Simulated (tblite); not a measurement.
Parent: `[CH3:1][SiH2:2][CH2:3][C@@H:4]([SiH3:5])[CH2:6][F:7]` with C1–Si2–C3–C4 48°, Si2–C3–C4–Si5 65°, C3–C4–C6–F7 -72°, C4H13FSi2.

Structures optimised with GFN2-xTB, isolated species. One conformer each, not checked by frequencies here.

```tsv
coordinate of the parent	value
C1–Si2	1.899 Å
Si2–C3	1.905 Å
C3–C4	1.531 Å
C4–Si5	1.915 Å
C4–C6	1.523 Å
C6–F7	1.378 Å
C1–Si2–C3	109.7°
Si2–C3–C4	116.2°
C3–C4–Si5	113.6°
C3–C4–C6	110.0°
Si5–C4–C6	108.8°
C4–C6–F7	110.6°
```

Task: How does the shared frame change in `[CH3:1][SiH2:2][CH2:3][C@@H:4]([CH2:5][F:6])[SiH2:7][C:8]#[N:9]` with C1–Si2–C3–C4 169°, Si2–C3–C4–C5 64°, C3–C4–C5–F6 172°, C3–C4–Si7–C8 55°, C5H12FNSi2? Atoms pair as C1 = C1, Si2 = Si2, C3 = C3, C4 = C4, Si5 = Si7, C6 = C5, F7 = F6 (parent first).

Result: 
```
   parent   relative  value in the relative  change
   C1–Si2     C1–Si2                1.895 Å  -0.004
   Si2–C3     Si2–C3                1.909 Å  +0.004
    C3–C4      C3–C4                1.531 Å   0.000
   C4–Si5     C4–Si7                1.917 Å  +0.002
    C4–C6      C4–C5                1.519 Å  -0.004
    C6–F7      C5–F6                1.378 Å   0.000
C1–Si2–C3  C1–Si2–C3                 108.0°    -1.7
Si2–C3–C4  Si2–C3–C4                 115.0°    -1.2
C3–C4–Si5  C3–C4–Si7                 111.9°    -1.7
 C3–C4–C6   C3–C4–C5                 110.5°    +0.5
Si5–C4–C6  Si7–C4–C5                 109.7°    +0.9
 C4–C6–F7   C4–C5–F6                 110.5°    -0.1
```

Of the parent's bonds, C1–Si2, Si2–C3 and C4–C6 change most and about equally (-0.004 to +0.004 Å). Bonds of the relative outside the shared frame: Si7–C8 1.870, C8≡N9 1.146 Å. Point group C1 → C1.

Task: How does the shared frame change in `[CH3:1][SiH2:2][CH2:3][C@@H:4]([CH2:5][F:6])[SiH2:7][SH:8]` with C1–Si2–C3–C4 -171°, Si2–C3–C4–C5 170°, C3–C4–C5–F6 -176°, C3–C4–Si7–S8 -43°, C4–Si7–S8–H -173°, C4H13FSSi2? Atoms pair as C1 = C1, Si2 = Si2, C3 = C3, C4 = C4, Si5 = Si7, C6 = C5, F7 = F6 (parent first).

Result: 
```tsv
parent	relative	value in the relative	change
C1–Si2	C1–Si2	1.897 Å	-0.002
Si2–C3	Si2–C3	1.906 Å	+0.001
C3–C4	C3–C4	1.529 Å	-0.002
C4–Si5	C4–Si7	1.907 Å	-0.008
C4–C6	C4–C5	1.524 Å	+0.001
C6–F7	C5–F6	1.377 Å	-0.001
C1–Si2–C3	C1–Si2–C3	108.1°	-1.6
Si2–C3–C4	Si2–C3–C4	115.2°	-1.0
C3–C4–Si5	C3–C4–Si7	114.4°	+0.8
C3–C4–C6	C3–C4–C5	109.1°	-0.9
Si5–C4–C6	Si7–C4–C5	109.4°	+0.6
C4–C6–F7	C4–C5–F6	110.7°	+0.1
```

Of the parent's bonds, C4–Si5 changes most (-0.008 Å). Bonds of the relative outside the shared frame: Si7–S8 2.154 Å. Point group C1 → C1.

Task: How does the shared frame change in `[CH3:1][SiH2:2][CH2:3][C@H:4]([CH2:5][F:6])[SiH2:7][PH2:8]` with C1–Si2–C3–C4 -175°, Si2–C3–C4–C5 -71°, C3–C4–C5–F6 -66°, C3–C4–Si7–P8 -57°, C4–Si7–P8–H -164° and 103°, C4H14FPSi2? Atoms pair as C1 = C1, Si2 = Si2, C3 = C3, C4 = C4, Si5 = Si7, C6 = C5, F7 = F6 (parent first).

Result: 
| parent | relative | value in the relative | change |
| --- | --- | --- | --- |
| C1–Si2 | C1–Si2 | 1.896 Å | -0.003 |
| Si2–C3 | Si2–C3 | 1.907 Å | +0.002 |
| C3–C4 | C3–C4 | 1.531 Å | 0.000 |
| C4–Si5 | C4–Si7 | 1.917 Å | +0.002 |
| C4–C6 | C4–C5 | 1.517 Å | -0.006 |
| C6–F7 | C5–F6 | 1.377 Å | -0.001 |
| C1–Si2–C3 | C1–Si2–C3 | 108.8° | -0.9 |
| Si2–C3–C4 | Si2–C3–C4 | 115.0° | -1.2 |
| C3–C4–Si5 | C3–C4–Si7 | 110.9° | -2.7 |
| C3–C4–C6 | C3–C4–C5 | 111.6° | +1.6 |
| Si5–C4–C6 | Si7–C4–C5 | 110.0° | +1.2 |
| C4–C6–F7 | C4–C5–F6 | 110.7° | +0.1 |

Of the parent's bonds, C4–C6 changes most (-0.006 Å). Bonds of the relative outside the shared frame: Si7–P8 2.245 Å. Point group C1 → C1.

Task: How does the shared frame change in `[CH3:1][SiH2:2][CH2:3][C@H:4]([CH2:5][F:6])[SiH2:7][NH2:8]` with C1–Si2–C3–C4 -169°, Si2–C3–C4–C5 -69°, C3–C4–C5–F6 177°, C3–C4–Si7–N8 -58°, C4–Si7–N8–H -51° and 174°, C4H14FNSi2? Atoms pair as C1 = C1, Si2 = Si2, C3 = C3, C4 = C4, Si5 = Si7, C6 = C5, F7 = F6 (parent first).

Result: 
```json
{"parent": "C1–Si2", "relative": "C1–Si2", "value in the relative": "1.897 Å", "change": "-0.002"}
{"parent": "Si2–C3", "relative": "Si2–C3", "value in the relative": "1.906 Å", "change": "+0.001"}
{"parent": "C3–C4", "relative": "C3–C4", "value in the relative": "1.530 Å", "change": "-0.001"}
{"parent": "C4–Si5", "relative": "C4–Si7", "value in the relative": "1.913 Å", "change": "-0.002"}
{"parent": "C4–C6", "relative": "C4–C5", "value in the relative": "1.517 Å", "change": "-0.006"}
{"parent": "C6–F7", "relative": "C5–F6", "value in the relative": "1.377 Å", "change": "-0.001"}
{"parent": "C1–Si2–C3", "relative": "C1–Si2–C3", "value in the relative": "108.4°", "change": "-1.3"}
{"parent": "Si2–C3–C4", "relative": "Si2–C3–C4", "value in the relative": "115.3°", "change": "-0.9"}
{"parent": "C3–C4–Si5", "relative": "C3–C4–Si7", "value in the relative": "111.4°", "change": "-2.2"}
{"parent": "C3–C4–C6", "relative": "C3–C4–C5", "value in the relative": "109.9°", "change": "-0.1"}
{"parent": "Si5–C4–C6", "relative": "Si7–C4–C5", "value in the relative": "110.5°", "change": "+1.7"}
{"parent": "C4–C6–F7", "relative": "C4–C5–F6", "value in the relative": "111.0°", "change": "+0.4"}
```

Of the parent's bonds, C4–C6 changes most (-0.006 Å). Bonds of the relative outside the shared frame: Si7–N8 1.726 Å. Point group C1 → C1.

Task: How does the shared frame change in `[CH3:1][SiH2:2][CH2:3][C@@H:4]([CH2:5][F:6])[SiH2:7][CH3:8]` with C1–Si2–C3–C4 168°, Si2–C3–C4–C5 70°, C3–C4–C5–F6 66°, C3–C4–Si7–C8 -51°, C5H15FSi2? Atoms pair as C1 = C1, Si2 = Si2, C3 = C3, C4 = C4, Si5 = Si7, C6 = C5, F7 = F6 (parent first).

Result: 
| parent | relative | value in the relative | change |
| --- | --- | --- | --- |
| C1–Si2 | C1–Si2 | 1.897 Å | -0.002 |
| Si2–C3 | Si2–C3 | 1.907 Å | +0.002 |
| C3–C4 | C3–C4 | 1.533 Å | +0.002 |
| C4–Si5 | C4–Si7 | 1.921 Å | +0.006 |
| C4–C6 | C4–C5 | 1.518 Å | -0.005 |
| C6–F7 | C5–F6 | 1.378 Å | 0.000 |
| C1–Si2–C3 | C1–Si2–C3 | 108.8° | -0.9 |
| Si2–C3–C4 | Si2–C3–C4 | 115.0° | -1.2 |
| C3–C4–Si5 | C3–C4–Si7 | 111.5° | -2.1 |
| C3–C4–C6 | C3–C4–C5 | 111.0° | +1.0 |
| Si5–C4–C6 | Si7–C4–C5 | 111.7° | +2.9 |
| C4–C6–F7 | C4–C5–F6 | 111.2° | +0.6 |

Of the parent's bonds, C4–Si5 and C4–C6 change most and about equally (-0.005 to +0.006 Å). Bonds of the relative outside the shared frame: Si7–C8 1.894 Å. Point group C1 → C1.

The numbers are calculated, not measured.
